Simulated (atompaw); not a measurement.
**LDA (PW92) PAW (atompaw) dataset for La (Z = 57), scalar-relativistic all-electron reference.**

atompaw 4.2.0.5 was run on this input:

```
La 57
LDA-PW scalarrelativistic loggrid 2001 logderivrange -4 5 226
6 6 5 4 0 0
6 0 1
6 1 1
5 2 1
4 3 0
0 0 0
c
c
c
c
c
v
c
c
c
v
v
c
c
v
v
3
3.00 2.35 2.95 2.10
y
2.5
n
n
y
3.45
n
y
0.95
n
custom polynom2 7 10 vanderbiltortho sinc
bessel
3.00
3.00
2.90
3.00
3.00
3.00
1.00
1.00
PWSCFOUT
UPFDX 0.0125d0 UPFXMIN -7.d0 UPFZMESH 57.d0
END
```

Command:

```bash
atompaw < La.input > La.log
```

Resulting log (summary file):

```
Completed calculations for La (AE)

 Exchange-correlation type: LDA, Perdew-Wang correlation

 Radial integration grid is logarithmic
 r0 =   1.1779470E-04 h =   6.7142977E-03   n =      2001 rmax =   8.0000000E+01

 Scalar relativistic calculation

 AEatom converged in  35 iterations
   nz     =  57.00
   delta  =       2.365909125067E-15

 All Electron Orbital energies:
  n  l      occupancy      energy
  1  0      2.0000000E+00 -2.8453764E+03
  2  0      2.0000000E+00 -4.5310553E+02
  3  0      2.0000000E+00 -9.6946120E+01
  4  0      2.0000000E+00 -1.9617755E+01
  5  0      2.0000000E+00 -2.9533506E+00
  6  0      1.0000000E+00 -3.2669354E-01
  2  1      6.0000000E+00 -4.0631392E+02
  3  1      6.0000000E+00 -8.2003057E+01
  4  1      6.0000000E+00 -1.4753878E+01
  5  1      6.0000000E+00 -1.7322657E+00
  6  1      1.0000000E+00 -1.4142712E-01
  3  2      1.0000000E+01 -6.0476003E+01
  4  2      1.0000000E+01 -7.7143836E+00
  5  2      1.0000000E+00 -3.0084090E-01
  4  3      0.0000000E+00 -4.1873341E-01

 Total energy
   Total                    :   -16973.56432997603042

 ---
 Completed calculations for La (SC)

 Exchange-correlation type: LDA, Perdew-Wang correlation

 Radial integration grid is logarithmic
 r0 =   1.1779470E-04 h =   6.7142977E-03   n =      2001 rmax =   8.0000000E+01

 Scalar relativistic calculation

 SCatom converged in   4 iterations
   nz     =  57.00
   delta  =       2.867366051557E-15

 Valence Electron Orbital energies:
  n  l      occupancy      energy
   6  0      1.0000000E+00 -3.2669354E-01
   5  1      6.0000000E+00 -1.7322657E+00
   6  1      1.0000000E+00 -1.4142712E-01
   5  2      1.0000000E+00 -3.0084090E-01
   4  3      0.0000000E+00 -4.1873341E-01

 Total energy
   Total                    :   -16973.56432997520824
   Valence                  :     -423.75666364273684

 PAW parameters:
       lmax =            3
         rc =    3.0002549468383508
        irc =         1512
   rc_shape =    2.3560154287795405
    rc_vloc =    2.9602334727014710
    rc_core =    2.1018600864415675
   Vloc: truncated form - Vps(r)=A.sin(qr)/r for r<rc
   Projector type: improved polynomial pseudization + Vanderbilt ortho.
   Sinc^2 compensation charge shape zeroed at   2.3560E+00

 Number of basis functions     8
 No.   n  nodes  l      Energy         Cp coeff         Occ
  1    6    5    0   -0.3266935E+00  0.2437703E+02  0.1000000E+01
  2  999    6    0    0.2500000E+01  0.1837712E-01  0.0000000E+00
  3    5    3    1   -0.1732266E+01 -0.1004179E+03  0.6000000E+01
  4    6    4    1   -0.1414271E+00  0.1617161E+04  0.1000000E+01
  5    5    2    2   -0.3008409E+00  0.2209176E+02  0.1000000E+01
  6  999    3    2    0.3450000E+01 -0.3052197E+01  0.0000000E+00
  7    4    0    3   -0.4187334E+00 -0.7357311E+00  0.0000000E+00
  8  999    1    3    0.9500000E+00 -0.1845737E+01  0.0000000E+00

 Eigenvalues of overlap operator (in the basis of projectors):
    1        4.91544223E-03
    2        9.46443683E-01
    3        1.90494300E+00
    4        2.39356171E+00
    5        5.83462238E+01
    6        1.58870953E+02
    7        2.13898123E+04
    8        3.34326484E+07

 Orbital leakage outside PAW augmentation regions
   orb  is_core?  %out_of_sphere
   1 0    T           0.00
   2 0    T           0.00
   3 0    T           0.00
   4 0    T           0.00
   5 0    T           1.13
   6 0    F          82.97
   2 1    T           0.00
   3 1    T          -0.00
   4 1    T           0.00
   5 1    F           4.50
   6 1    F          94.48
   3 2    T           0.00
   4 2    T           0.00
   5 2    F          39.16
   4 3    F           2.20

 Summary of PAW energies
   Total valence energy     :   -423.75666673402316
   Smooth energy            :     11.57431108620484
   One center               :   -435.33097782022799
   Smooth kinetic           :      3.97747687056563
   Vloc energy              :      1.64091704839141
   Smooth exch-corr         :     -3.92292765431373
   One-center xc            :   -389.27636137746799
```

The run took about 9.8 s on one core of a shared server CPU.
